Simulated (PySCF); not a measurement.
A GIAO shielding run with PySCF 2.14.0 with density-fitted response routines (density fitting, non-relativistic, gas phase) on `O=C(CC[SiH3])[SiH2]CCl`, C$_{4}$H$_{11}$ClOSi$_{2}$:

```
$ OMP_NUM_THREADS=1 python probes_run.py task.json out

{"job": {"kind": "nmr", "xc": "PBE0", "basis": "pcSseg-1"}, "charge": 0, "multiplicity": 1}
O      0.078776     0.434520     1.055294
C     -0.210771    -0.233472     0.084711
C      0.845198    -0.688174    -0.874984
C      2.108883     0.149961    -0.757794
Si     2.624592     0.480606     1.055965
Si    -2.050362    -0.759776    -0.155275
C     -3.078469     0.720758     0.467476
Cl    -4.816792     0.321018     0.350169
H      1.053173    -1.728887    -0.602249
H      0.436911    -0.699780    -1.888953
H      2.914639    -0.350144    -1.293030
H      1.943396     1.103708    -1.260211
H      2.207938     1.788882     1.542474
H      4.100684     0.504760     1.008948
H      2.272659    -0.653852     1.909380
H     -2.308208    -1.932016     0.679229
H     -2.326000    -1.028066    -1.566877
H     -2.929195     1.625393    -0.119507
H     -2.876855     0.953813     1.511412
```

Hardware: 1 thread of an Arm Neoverse N1, shared host. The job also computes population analyses, field gradients.

Q: How large is the calculation?

A: 88 electrons, 212 basis functions and 1170 auxiliary functions.

Q: How long does it take, and how much memory does it need?

A: 87 s of wall time, with 14 SCF cycles and 5 response iterations; peak memory 0.96 GiB. Times on a shared host scatter by some tens of per cent.
